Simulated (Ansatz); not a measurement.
Br$_{2}$ClHOSi, SMILES `O[Si](Cl)(Br)Br`, relaxed with RKS PBE-D4/def2-SVP in Ansatz from a rough embedded geometry. The force threshold is 0.03 eV/Å; the program also tests the step.

Charge 0, multiplicity 1.

Start:

```xyz
6

O    -1.302   -0.054    0.379
Si    0.222    0.163   -0.148
Cl    1.324   -0.344    1.454
Br    0.685   -1.187   -1.766
Br    0.592    2.246   -0.751
H    -1.522   -0.823    0.833
```

(1) By how much does the energy fall, and how many steps does the optimiser take? (Best estimate.)

(2) Which bonds change most? (Best estimate.)

(3) Give the relaxed structure. (Estimate.)

Results:

(1) Ansatz gave: 5.94 kcal/mol, in 10 steps, 1 of them rejected.

(2) Computed: Si2–Br4 from 2.157 to 2.227 Å; Si2–Cl3 from 2.009 to 2.066 Å; O1–H6 from 0.920 to 0.976 Å; O1–Si2 from 1.627 to 1.657 Å.

(3) The calculation gave: 
```xyz
6

O    -1.340    0.035    0.407
Si    0.240    0.144   -0.079
Cl    1.530   -0.308    1.471
Br    0.669   -1.252   -1.760
Br    0.539    2.235   -0.718
H    -1.637   -0.853    0.679
```
